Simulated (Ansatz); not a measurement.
Relaxation of CH8AlClSi2 (13 atoms, charge 0, multiplicity 1), to a largest force component of 0.015 eV/Å in at most 40 steps.

Method: RKS revPBE-D4/6-31G in Ansatz.

```xyz
13
Properties=species:S:1:pos:R:3
Al -1.829 0.539 1.163
Si -0.332 -0.317 -0.388
Si 1.246 -1.367 0.734
C 0.511 1.062 -1.410
Cl -0.808 1.812 -2.433
H -2.137 2.175 1.186
H -2.630 -0.381 2.159
H -0.966 -1.254 -1.282
H 0.685 -2.428 1.594
H 1.957 -0.407 1.657
H 2.241 -1.936 -0.176
H 0.906 1.816 -0.715
H 1.176 0.651 -2.075
```

Problem. Where does it end, and by what steps?

Solution. It converged. Limits of this set-up: no polarisation functions. After 23 steps the energy has fallen by 0.859 eV; H7 moved furthest, 2.11 Å. Joined: Al1–Cl5.

```tsv
step	energy less start (eV)	largest force component (eV/Å)	accepted
0	0.0000	2.268	yes
1	-0.6256	0.679	yes
2	-0.6835	0.164	yes
3	-0.6916	0.124	yes
4	-0.6988	0.046	yes
5	-0.7070	0.125	yes
6	-0.7101	0.226	yes
7	-0.7163	0.219	yes
8	-0.7249	0.136	yes
9	-0.7350	0.085	yes
10	-0.7461	0.118	yes
11	-0.7586	0.221	yes
12	-0.7826	0.297	yes
13	-0.8116	0.313	yes
14	-0.8104	0.554	no
15	-0.8364	0.256	yes
16	-0.8476	0.096	yes
17	-0.8535	0.081	yes
18	-0.8569	0.071	yes
19	-0.8583	0.079	yes
20	-0.8588	0.068	yes
21	-0.8590	0.069	yes
22	-0.8594	0.037	yes
23	-0.8595	0.013	yes
```

```xyz
13
Properties=species:S:1:pos:R:3
Al -2.054 0.803 0.846
Si -0.317 -0.603 -0.248
Si 1.618 -1.380 0.892
C 0.273 0.866 -1.419
Cl -1.191 2.181 -1.393
H -1.555 1.804 2.019
H -3.627 0.557 0.555
H -0.805 -1.699 -1.184
H 1.262 -2.517 1.829
H 2.215 -0.254 1.713
H 2.683 -1.875 -0.069
H 1.126 1.446 -1.040
H 0.393 0.635 -2.486
```

Whether the end is a true minimum wasn't checked by a vibrational analysis.

Time of the run: 2.4 min on 1 thread of Arm Neoverse V1, on a shared host, peak memory 0.18 GiB.
